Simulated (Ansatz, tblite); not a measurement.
Cost and result up the ladder for Rb₂H₃ (the lowest doublet isomer of a short search) (5 atoms). Total charge 0; doublet. Geometry: r2SCAN-D4/def2-TZVP.

| atom | x (Å) | y (Å) | z (Å) |
| --- | --- | --- | --- |
| Rb1 | 1.453 | 1.188 | 0.791 |
| Rb2 | -2.727 | 1.159 | 1.673 |
| H3 | 1.386 | -1.282 | -1.522 |
| H4 | -0.853 | 0.024 | 0.244 |
| H5 | 0.740 | -1.089 | -1.186 |

Ansatz on 4 threads of Arm Neoverse V1 on a shared host; xTB runs through tblite on one thread. Times are rough, summed over both states, and most runs start from the orbitals of an earlier one. CCSD(T)/def2-TZVPP serves as the yardstick here, not as an exact answer. The other state is a quartet at its own geometry, which has other bonds, so the gap mixes isomer and spin.

In the def2 sets Rb takes a core potential; there is no spin–orbit coupling. The xTB rows come from tblite. Correlated methods freeze no core orbitals; core or outer-core shells of Rb are correlated, in sets that lack core-valence functions. In the doublet, H3 and H5 lie 0.75 Å apart (atoms count from 1), so H2 has formed as a molecule. In the quartet geometry the species has come apart into loosely held pieces. In the quartet, H3 and H5 lie 0.74 Å apart (atoms count from 1), so H2 has formed as a molecule. The structure comes from a short search, and lower isomers may exist.

Correlated methods converge slowly with the basis.

xTB has no spin-polarisation term.

```tsv
level	functions	quartet − doublet (eV)	difference from CCSD(T)/def2-TZVPP (eV)
MP2/def2-TZVP	84	1.77	-0.43
PBE0-D4/def2-TZVP	84	2.10	-0.11
r2SCANh-D4/def2-TZVP	84	2.23	0.02
B2PLYP/def2-TZVP	84	2.17	-0.04
PBE-D4/def2-TZVP	84	2.13	-0.08
CCSD(T)/def2-TZVPP	122	2.21	0.00
GFN2-xTB	11	4.97	2.76
ωB97M-V/def2-TZVP	84	2.48	0.28
r2SCAN-D4/def2-TZVP	84	2.26	0.05
GFN1-xTB	14	6.58	4.38
r2SCAN0-D4/def2-TZVP (with forces)	84	2.20	-0.01
BLYP-D4/def2-TZVP	84	2.06	-0.15
RPA@PBE/def2-TZVP	84	1.89	-0.32
```

(1) Estimate how long each takes.

Results:

(1) GFN1-xTB 0.002 s; GFN2-xTB 0.003 s; MP2/def2-TZVP 0.7 s; PBE-D4/def2-TZVP 2.8 s; BLYP-D4/def2-TZVP 3 s; B2PLYP/def2-TZVP 3.1 s; RPA@PBE/def2-TZVP 3.3 s; r2SCANh-D4/def2-TZVP 5.7 s; r2SCAN-D4/def2-TZVP 5.7 s; r2SCAN0-D4/def2-TZVP (with forces) 5.8 s; PBE0-D4/def2-TZVP 6 s; ωB97M-V/def2-TZVP 32 s; CCSD(T)/def2-TZVPP 46 s. On shared hardware such times vary by a factor of up to 3.
